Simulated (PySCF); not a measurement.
Species: C2H7Ge2N.
Atom-mapped SMILES: `[N:1]#[C:2][GeH2:3][CH2:4][GeH3:5]` (hydrogens: H6, H7 on Ge3; H8, H9 on C4; H10, H11, H12 on Ge5)

Method: PBE0-D3(BJ)/def2-SVP geometry optimisation, gas phase (PySCF); density fitting, grid level 1; the optimiser is geomeTRIC in internal coordinates, started from a GFN2-xTB structure with every atom displaced at random (about 0.01 Å).

Step 0: E = -116678.4212 eV
```
atom  x, y, z in Å  |  force x, y, z in eV/Å
N1      3.2325    0.5602    0.0630    0.684   0.515  -0.051
C2      2.2991   -0.1134    0.1281   -0.536  -0.343  -0.001
Ge3     0.7480   -1.2478    0.2166    0.268   0.066  -0.286
C4     -0.6430   -0.4478   -0.8488   -0.926   0.063   1.425
Ge5    -1.2353    1.3054   -0.1694    0.197  -0.717   0.195
H6      0.4414   -1.3607    1.6835   -0.272   0.019   0.561
H7      1.2270   -2.5876   -0.2946    0.085  -0.411  -0.219
H8     -1.5138   -1.1242   -0.8617    0.030  -0.009   0.098
H9     -0.3360   -0.3408   -1.8569    0.624   0.169  -1.448
H10    -1.7293    1.1945    1.2571   -0.150  -0.192   0.466
H11    -0.1094    2.2792   -0.1716    0.791   0.551  -0.064
H12    -2.3417    1.8546   -0.9923   -0.795   0.289  -0.675
```

**Question.** Estimate the geometry and energy of step 1. (The exact step hangs on the optimiser's Hessian estimate; all steps are aligned on step 0, rigid shifts and turns removed.)

**Answer.** E = -116678.5426 eV, largest force 0.505 eV/Å
```
atom  x, y, z in Å  |  force x, y, z in eV/Å
N1      3.2507    0.5798    0.0484    0.024   0.049  -0.018
C2      2.3198   -0.1079    0.1143   -0.066  -0.095   0.017
Ge3     0.7715   -1.2653    0.2140   -0.040  -0.040   0.155
C4     -0.6567   -0.4339   -0.8115    0.249   0.012  -0.439
Ge5    -1.2391    1.3206   -0.1575   -0.117   0.221   0.000
H6      0.4052   -1.3659    1.7123    0.074  -0.004  -0.162
H7      1.2259   -2.6332   -0.3363   -0.051   0.127   0.029
H8     -1.5176   -1.1184   -0.8170   -0.055  -0.035   0.023
H9     -0.3146   -0.3312   -1.8660   -0.113  -0.033   0.359
H10    -1.7685    1.1607    1.2890    0.042   0.036  -0.130
H11    -0.0528    2.3178   -0.1654   -0.168  -0.148  -0.010
H12    -2.3841    1.8487   -1.0712    0.220  -0.089   0.175
```

The energy changes by -0.1213 eV. The first-order estimate −F·Δx gives -0.3376 eV and the mean of the old and new forces, exact on a quadratic surface, -0.1283 eV. The step makes an angle of 52° with the force vector and moves no atom by more than 0.090 Å.

The cost below is that of the whole optimisation. On one thread, Arm Neoverse V1 (aarch64), on a shared host, this took 42 s wall and 0.54 GiB of memory at its peak.
